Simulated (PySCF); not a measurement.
## Bonding in `CO[SiH2]N([SiH3])[SiH2]C`

Compound: C₂H₁₃NOSi₃.
Numbering: `[CH3:1][O:2][SiH2:3][N:4]([SiH3:5])[SiH2:6][CH3:7]` (hydrogens: H8, H9, H10 on C1; H11, H12 on Si3; H13, H14, H15 on Si5; H16, H17 on Si6; H18, H19, H20 on C7)

Structure used (PBE0-D3(BJ)/def2-SVP), in Å, numbered top down from 1:
```
atom  x, y, z in Å
C1    -3.3372   -1.1080   -0.7287
O2    -2.0636   -0.5677   -0.5306
Si3   -1.6481    1.0402   -0.5132
N4     0.0487    1.0032   -0.1431
Si5    0.8939    2.5284   -0.0111
Si6    0.8523   -0.5595    0.0683
C7     2.6733   -0.2541    0.4114
H8    -3.7397   -0.8627   -1.7285
H9    -4.0600   -0.7529    0.0286
H10   -3.2722   -2.2034   -0.6486
H11   -2.4434    1.7729    0.5223
H12   -1.9243    1.6727   -1.8417
H13   -0.1153    3.6037   -0.2696
H14    1.9937    2.6609   -1.0142
H15    1.4751    2.7437    1.3491
H16    0.7259   -1.3899   -1.1664
H17    0.2623   -1.3080    1.2182
H18    2.8279    0.3605    1.3119
H19    3.1752    0.2373   -0.4364
H20    3.1734   -1.2211    0.5803
```

Bond orders from the PBE0/pcSseg-1 density (PySCF). One conformer (not necessarily the lowest) at the PBE0-D3(BJ)/def2-SVP geometry, without solvent, vibrations or thermal averaging.

Task: Where do the orders between heavy atoms depart from those drawn in the SMILES?

Result: The largest departure is 0.169, at N4–Si6 (drawn single, 0.831). Drawn single, order below 0.88: N4–Si6 (0.831).

Task: Give the Mayer order of every bond, beside its length.

Result: 
```csv
bond,drawn as,length (Å),Mayer order
C1–O2,single,1.398,0.904
O2–Si3,single,1.661,0.914
Si3–N4,single,1.737,0.914
N4–Si5,single,1.749,0.906
N4–Si6,single,1.770,0.831
Si6–C7,single,1.878,0.942
C1–H8,single,1.105,0.964
C1–H9,single,1.105,0.964
C1–H10,single,1.100,0.968
Si3–H11,single,1.497,0.890
Si3–H12,single,1.497,0.890
Si5–H13,single,1.497,0.933
Si5–H14,single,1.494,0.927
Si5–H15,single,1.495,0.927
Si6–H16,single,1.493,0.935
Si6–H17,single,1.494,0.934
C7–H18,single,1.101,0.949
C7–H19,single,1.101,0.951
C7–H20,single,1.102,0.957
```

By pair of heavy elements: N–Si: lowest N4–Si6 (0.831, 1.770 Å), highest Si3–N4 (0.914, 1.737 Å).

Task: Sum the orders of all bonds at each heavy atom with more than one neighbour and set the sums beside the valence in the SMILES.

Result: C1 3.800 (drawn 4), O2 1.818 (drawn 2), Si3 3.608 (drawn 4), N4 2.651 (drawn 3), Si5 3.693 (drawn 4), Si6 3.642 (drawn 4), C7 3.799 (drawn 4). Orders between atoms that aren't bonded are not in these sums.

Mayer orders depend on the basis set.
